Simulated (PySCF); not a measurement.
# Hartree-Fock beside MP2: BH3NOSi anion

All numbers below are calculated, not measured. They come from PySCF 2.14.0, an open-source quantum chemistry program, on an isolated molecule that a program drew, which may never have been made. The molecule is BH3NOSi anion (charge -1, singlet), drawn as the SMILES string `N=B[SiH2][O-]`.

The geometry was optimised and harmonic frequencies were computed with HF and MP2, all in the aug-cc-pV(D+d)Z basis, for the commonest isotopes, with a restricted reference for singlets and an unrestricted one otherwise, and a frozen core in MP2. Each result is a local minimum of its method.

Geometry at the HF minimum:
```xyz
7
BH3NOSi anion, angstrom
N    -0.8479    1.2642    2.2074
B     0.2254    0.7497    1.8387
Si    1.9824   -0.1409    1.2106
O     3.2756    0.6717    1.4937
H    -1.6654    1.7116    2.5163
H     1.8634   -1.5097    1.8516
H     1.6542   -0.4491   -0.2371
```

Lengths of the bonds as drawn, in Å (atoms numbered as above):
```
  bond     HF    MP2
 N1-B2  1.246  1.275
B2-Si3  2.068  2.057
Si3-O4  1.553  1.600
 N1-H5  0.982  1.000
Si3-H6  1.516  1.521
Si3-H7  1.516  1.521
```

Rotational constants, in GHz:
```
constant,HF,MP2
A,21.85,20.74
B,2.766,2.731
C,2.524,2.479
```

Harmonic frequencies in cm^-1, each column in rising order, so a row needn't be the same motion in every method:
```
rank    HF   MP2
   1   166   145
   2   264   231
   3   385   338
   4   388   340
   5   404   373
   6   489   469
   7   661     ?
   8   813   754
   9   958   891
  10  1037   968
  11  1133  1023
  12  1953  1793
  13  2049  2014
  14  2116  2064
  15  4107  3862
```

**Estimate the missing MP2 frequency from the HF column.**

A single factor s that minimises the squared misfit of MP2 against s times HF over the other rows is sum(HF x MP2) / sum(HF^2) = 0.9449, with an rms misfit of 36 cm^-1. For rank 7 it gives 0.9449 x 661 = 625 cm^-1. The calculation gives 612 cm^-1, 13 cm^-1 below the estimate. The drawn bonds are on average 1.2 % longer in MP2 than in HF.
